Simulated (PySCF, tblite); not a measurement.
Isomers of C3H10NOSi (doublet state), one GFN2-xTB conformer each. Single-point energies are computed at B3LYP/pcH-1 (PySCF, gas phase, no added dispersion term), electronic only. GFN2-xTB treats the open shell by occupation alone, and not every SCF solution was tested for stability.

**Question.** Rank them by B3LYP/pcH-1 energy, lowest first (kJ/mol).
A. `[CH3:1][CH:2][Si@H:3]([OH:4])[NH:5][CH3:6]` (doublet state) with C1–C2–Si3–O4 -35°, C2–Si3–O4–H -61°, C2–Si3–N5–C6 -61°
B. `[CH3:1][NH:2][CH:3][SiH2:4][O:5][CH3:6]` (doublet state) with C1–N2–C3–Si4 -16°, N2–C3–Si4–O5 180°, C3–Si4–O5–C6 177°
C. `[CH3:1][CH2:2][Si:3]([OH:4])[NH:5][CH3:6]` (doublet state) with C1–C2–Si3–O4 -58°, C2–Si3–O4–H 69°, C2–Si3–N5–C6 57°
D. `[CH3:1][CH:2][CH2:3][O:4][SiH2:5][NH2:6]` (doublet state) with C1–C2–C3–O4 116°, C2–C3–O4–Si5 163°, C3–O4–Si5–N6 -53°, O4–Si5–N6–H -47° and 177°
E. `[CH3:1][CH2:2][O:3][CH2:4][SiH:5][NH2:6]` (doublet state) with C1–C2–O3–C4 72°, C2–O3–C4–Si5 171°, O3–C4–Si5–N6 64°, C4–Si5–N6–H -40° and -179°

**Answer.** C (0.0), A (25.5), D (77.3), B (148.6), E (173.1).

As drawn, the lowest has an O–H bond and an Si–O bond, which the highest lacks. GFN2-xTB itself gives, in the same order: 0.0, 23.4, 14.0, 44.9, 142.5. Both levels put the same isomer lowest; measured from each level's own lowest isomer, the values differ by up to 103.7 kJ/mol (CN[CH][SiH2]OC: 44.9 against 148.6).

**Question.** What happens when harmonic zero-point energies from GFN2-xTB frequencies are added?

**Answer.** 
```tsv
SMILES	ZPE (kJ/mol)	electronic (kJ/mol)	with ZPE (kJ/mol)
CC[Si](O)NC	346.2	0.0	0.0
C[CH][Si@H](O)NC	332.6	25.5	11.9
C[CH]CO[SiH2]N	325.6	77.3	56.7
CN[CH][SiH2]OC	328.8	148.6	131.2
CCOC[SiH]N	338.4	173.1	165.3
```

The zero-point energies span 20.6 kJ/mol. The order is unchanged.
